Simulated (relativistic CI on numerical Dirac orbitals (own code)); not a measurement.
Energy levels of Ti2+

Method of calculation: Dirac-Coulomb-Breit CI, orbitals from a KLI potential per configuration, QED by a radiative potential, valence Slater integrals scaled by 0.85, P86 correlation energy added to each configuration (own radial code, finite nucleus).

Configuration list (outside the closed core [Ne] 3s2): 3p6 3d2, 3p6 3d 4s, 3p6 3d 4p, 3p6 4s2, 3p6 3d 5s, 3p6 3d 4d, 3p6 3d 5p, 3p6 4s 4p, 3p6 3d 4f, 3p6 3d 5d, 3p6 3d 6s, 3p6 3d 6p, 3p6 3d 5f, 3p6 3d 5g, 3p5 3d3, 3p6 3d 6d, 3p6 4p2, 3p6 4s 4d. Levels of other configurations are missing.

The lowest level is 3p6 3d2 3F_2, with 100 % of that term; Hund's rules for 3p6 3d2 give 3F with J = 2, in agreement.

```
No.  Configuration  Term  J  E (cm⁻¹)    %  Lifetime (s)  jj configuration (%)
  1        3p6 3d2    3F  2       0.0  100                        3d3/2^2 (69)
  2        3p6 3d2    3F  3     159.7  100      9.55e+03     3d3/2 3d5/2 (100)
  3        3p6 3d2    3F  4     364.0  100      5.80e+03          3d5/2^2 (79)
  4        3p6 3d2    1D  2    9425.6   99      7.38e+01          3d5/2^2 (42)
  5        3p6 3d2    3P  0   11434.3  100      1.64e+01          3d3/2^2 (61)
  6        3p6 3d2    3P  1   11489.7  100      1.65e+01     3d3/2 3d5/2 (100)
  7        3p6 3d2    3P  2   11587.9   99      1.70e+01          3d5/2^2 (51)
  8        3p6 3d2    1G  4   14827.1  100      1.04e+02      3d3/2 3d5/2 (79)
  9        3p6 3d2    1S  0   34452.8   98      1.19e-01          3d5/2^2 (60)
 10      3p6 3d 4s    3D  1   39823.1  100      1.35e-02        3d3/2 4s (100)
 11      3p6 3d 4s    3D  2   39946.0  100      1.35e-02         3d3/2 4s (64)
 12      3p6 3d 4s    3D  3   40150.2  100      1.34e-02        3d5/2 4s (100)
 13      3p6 3d 4s    1D  2   43582.0   99      2.26e-02         3d5/2 4s (64)
 14      3p6 3d 4p   1D°  2   76289.8   98      1.61e-09      3d5/2 4p3/2 (38)
 15      3p6 3d 4p   3D°  1   77824.2  100      8.93e-10      3d3/2 4p1/2 (55)
 16      3p6 3d 4p   3D°  2   77980.8   89      9.40e-10      3d5/2 4p1/2 (45)
 17      3p6 3d 4p   3D°  3   78216.3   87      9.47e-10      3d5/2 4p3/2 (52)
 18      3p6 3d 4p   3F°  2   78231.3   88      1.52e-09      3d3/2 4p1/2 (50)
 19      3p6 3d 4p   3F°  3   78524.9   87      1.49e-09      3d3/2 4p3/2 (61)
 20      3p6 3d 4p   3F°  4   78901.7  100      1.64e-09     3d5/2 4p3/2 (100)
 21      3p6 3d 4p   3P°  1   81625.2   99      1.15e-09      3d3/2 4p3/2 (59)
 22      3p6 3d 4p   3P°  0   81627.4  100      1.15e-09     3d3/2 4p3/2 (100)
 23      3p6 3d 4p   3P°  2   81702.9   99      1.15e-09      3d5/2 4p3/2 (47)
 24      3p6 3d 4p   1F°  3   84067.8  100      8.34e-10      3d3/2 4p3/2 (39)
 25      3p6 3d 4p   1P°  1   84421.4   97      1.22e-09      3d5/2 4p3/2 (69)
 26        3p6 4s2    1S  0  105687.3   95      1.19e-07           closed (95)
 27      3p6 3d 4d    1F  3  127126.9   97      9.28e-10      3d3/2 4d5/2 (28)
 28      3p6 3d 4d    3D  1  127694.0   97      9.18e-10      3d3/2 4d3/2 (70)
 29      3p6 3d 4d    3D  2  127795.3   99      9.21e-10      3d3/2 4d5/2 (52)
 30      3p6 3d 4d    3D  3  127928.7   98      9.26e-10      3d5/2 4d5/2 (72)
 31      3p6 3d 4d    3G  3  128282.4   99      8.76e-10      3d3/2 4d3/2 (76)
 32      3p6 3d 4d    3G  4  128430.2  100      8.80e-10      3d3/2 4d5/2 (52)
 33      3p6 3d 4d    1P  1  128569.1   96      9.99e-10      3d5/2 4d5/2 (57)
 34      3p6 3d 4d    3G  5  128630.8  100      8.86e-10     3d5/2 4d5/2 (100)
 35      3p6 3d 4d    3S  1  129893.4   99      9.27e-10      3d5/2 4d5/2 (35)
 36      3p6 3d 4d    3F  2  132723.3   99      6.82e-10      3d3/2 4d3/2 (75)
 37      3p6 3d 4d    3F  3  132859.4  100      6.84e-10      3d5/2 4d3/2 (53)
 38      3p6 3d 4d    3F  4  133015.4  100      6.87e-10      3d5/2 4d5/2 (77)
 39      3p6 3d 5s    3D  1  133255.5  100      1.10e-09        3d3/2 5s (100)
 40      3p6 3d 5s    3D  2  133357.0   95      1.10e-09         3d3/2 5s (78)
 41      3p6 3d 5s    3D  3  133599.6  100      1.10e-09        3d5/2 5s (100)
 42      3p6 3d 4d    1D  2  133887.0   55      9.24e-10         3d5/2 5s (38)
 43      3p6 3d 4d    3P  0  134811.3   99      7.78e-10      3d3/2 4d3/2 (64)
 44      3p6 3d 5s    1D  2  134815.0   46      8.47e-10         3d5/2 5s (33)
 45      3p6 3d 4d    3P  1  134867.8   99      7.78e-10      3d5/2 4d3/2 (52)
 46      3p6 3d 4d    3P  2  134996.7   75      7.87e-10      3d5/2 4d5/2 (71)
 47      3p6 3d 4d    1G  4  135509.1   99      7.83e-10      3d5/2 4d3/2 (40)
 48      3p6 4s 4p   3P°  0  138506.5   99      8.27e-10         4s 4p1/2 (99)
 49      3p6 3d 4d    1S  0  138662.1   94      9.00e-10      3d5/2 4d5/2 (62)
 50      3p6 4s 4p   3P°  1  138727.1   99      8.27e-10         4s 4p1/2 (67)
 51      3p6 4s 4p   3P°  2  139179.2   99      8.28e-10         4s 4p3/2 (99)
 52      3p6 3d 5p   1D°  2  146642.1   91      2.85e-09      3d3/2 5p1/2 (40)
 53      3p6 3d 5p   3D°  1  146955.8   99      1.78e-09      3d3/2 5p1/2 (55)
 54      3p6 3d 5p   3D°  2  147124.9   92      1.83e-09      3d3/2 5p3/2 (47)
 55      3p6 3d 5p   3D°  3  147296.6   99      1.77e-09      3d5/2 5p3/2 (67)
 56      3p6 3d 5p   3F°  2  147334.0   94      3.25e-09      3d3/2 5p1/2 (58)
 57      3p6 3d 5p   3F°  3  147500.5   99      3.29e-09      3d3/2 5p3/2 (55)
 58      3p6 3d 5p   3F°  4  147770.0  100      3.28e-09     3d5/2 5p3/2 (100)
 59      3p6 3d 5p   3P°  0  148522.5   99      2.43e-09      3d3/2 5p3/2 (99)
 60      3p6 3d 5p   3P°  1  148545.5   92      2.41e-09      3d3/2 5p3/2 (61)
 61      3p6 3d 5p   3P°  2  148747.7   99      2.48e-09      3d5/2 5p3/2 (47)
 62      3p6 3d 5p   1P°  1  149241.8   88      1.93e-09      3d5/2 5p3/2 (80)
 63      3p6 3d 5p   1F°  3  149317.5   99      1.63e-09      3d5/2 5p1/2 (34)
 64      3p6 3d 4f   1G°  4  159419.2   85      9.07e-10      3d3/2 4f7/2 (57)
 65      3p6 3d 4f   3F°  2  159668.3   93      7.70e-10      3d3/2 4f5/2 (78)
 66      3p6 3d 4f   3F°  3  159682.9   70      6.15e-10      3d3/2 4f7/2 (58)
 67      3p6 3d 4f   3F°  4  159803.0   56      6.63e-10      3d5/2 4f7/2 (49)
 68      3p6 3d 4f   1P°  1  159822.9   76      4.33e-10      3d3/2 4f5/2 (48)
 69      3p6 3d 4f   3G°  3  159860.6   67      4.61e-10      3d3/2 4f5/2 (58)
 70      3p6 3d 4f   3G°  4  159968.1   41      6.18e-10      3d5/2 4f7/2 (42)
```

Energies count from the lowest computed level; ° marks odd parity; lifetimes are radiative, by E1, M1, E2 decay to levels of this space only. Filled j subshells are mostly left out of the jj labels.

The mean weight of the leading LS term, summed over parents, in these 70 levels is 93 %, and that of the leading jj configuration (from the same eigenvectors) 65 %, so LS coupling describes them better.

For a near-neutral ion this model can misplace configurations by up to about 10,000 cm⁻¹ (more where the count of f electrons changes) and terms by 10 to 25 % of their spread. Rates follow the energies as ν³ (E1, M1) or ν⁵ (E2), so they and the lifetimes can be off by large factors. The fine structure of a lone outer electron comes out too small, for d and f at times inverted, and misplaced configurations move strength between like terms. 61 of the 64 excited levels that our extract of the measured tables holds in this range could be paired (the sources list more); they are missed by 846 cm⁻¹ on average and 3022 at most, and levels without a partner can miss by more.

Landé's interval rule says that E(J) − E(J−1) = AJ with one A. For the ground term the intervals give A = 53.2, 51.1 cm⁻¹ for J = 3, 4; the multiplet is regular.
